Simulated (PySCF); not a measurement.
Species: C₅H₁₅NOSi₂.
Cartesian coordinates in Å at the GFN2-xTB level; atoms count from 1:
```xyz
24
C5H15NOSi2 angstrom
C      2.6847   -1.4962    0.6655
N      2.1496   -0.5783   -0.3110
Si     0.4734   -0.1669   -0.3535
C     -0.7094   -1.6180   -0.0092
Si    -2.5610   -1.2018    0.0114
C      0.0899    1.4160    0.6335
C     -0.7607    2.1721   -0.3830
C     -0.2136    1.8385   -1.7702
O      0.1648    0.4882   -1.8265
H      3.7646   -1.3684    0.7481
H      2.2339   -1.2776    1.6306
H      2.4759   -2.5436    0.4198
H      2.6142   -0.6656   -1.2028
H     -0.5323   -2.3798   -0.7684
H     -0.4292   -2.0717    0.9400
H     -2.8635   -0.2920    1.1236
H     -3.3278   -2.4380    0.2068
H     -2.9769   -0.5841   -1.2491
H      1.0010    1.9720    0.8517
H     -0.4490    1.2870    1.5679
H     -0.7601    3.2509   -0.2221
H     -1.7894    1.8129   -0.3228
H     -0.9596    2.0125   -2.5512
H      0.6686    2.4518   -1.9880
```

Definitions: NICS(0) = −σiso at the ring centroid; NICS(1) = −σiso and NICS(1)zz = −σzz at ±1 Å along the ring normal z. Level: GIAO PBE0/pcSseg-1 (PySCF, non-relativistic, gas phase) on the GFN2-xTB geometry, one conformer.

Ring bond lengths (Å), with Mayer bond orders in brackets: Si3–C6 1.904 (0.88), C6–C7 1.526 (1.02), C7–C8 1.528 (1.04), C8–O9 1.403 (0.90), O9–Si3 1.641 (0.97).

Task: What do the NICS probes read (ppm)?

Result: 
| ring | type | NICS(0) | NICS(1), two faces | NICS(1)zz, two faces | rms pucker (Å) | centre to ring atoms, mean (Å) |
| --- | --- | --- | --- | --- | --- | --- |
| Si3–C6–C7–C8–O9 | 5-membered ring with O and Si; formal bonds all single | -5.5 | -3.6 / -2.6 | -5.4 / -2.9 | 0.16 | 1.34 |

Task: What can be read from them?

Result: 
- Si3–C6–C7–C8–O9: mean NICS(1)zz -4.2 ppm, shielded. Si3, C6, C7, C8 have four or more neighbours, so the value isn't read as a sign of a π ring current.

Task: At the second NICS(1) probe listed for ring Si3–C6–C7–C8–O9, 1 Å off the ring, what do the in-plane components average?

Result: The isotropic value is a third of the trace: (3 × -2.6 − (-2.9))/2 = -2.5 ppm.

Task: Give the inner angles of the rings and the Hirshfeld charges of the ring atoms.

Result: 
- Si3–C6–C7–C8–O9: Si3 95.5° (+0.460 e), C6 100.3° (-0.176 e), C7 107.3° (-0.075 e), C8 110.1° (+0.003 e), O9 113.5° (-0.240 e); sum 526.6° against 540° for a flat convex ring.

Task: How shielded are the nuclei of the rings and their hydrogens (means over atoms taken as equivalent)?

Result: 
```tsv
atoms	environment	σ isotropic (ppm)
Si3	oxygen-bound silicon	330.7
C6	sp3 carbon bound to silicon	172.8
C7	ring CH2 carbon	156.3
C8	sp3 carbon bound to oxygen	116.3
O9	silyl ether oxygen	282.3
H19	methylene hydrogen	31.11
H20	methylene hydrogen	30.82
H21	methylene hydrogen	29.79
H22	methylene hydrogen	29.96
H23	methylene hydrogen	27.45
H24	methylene hydrogen	27.77
```
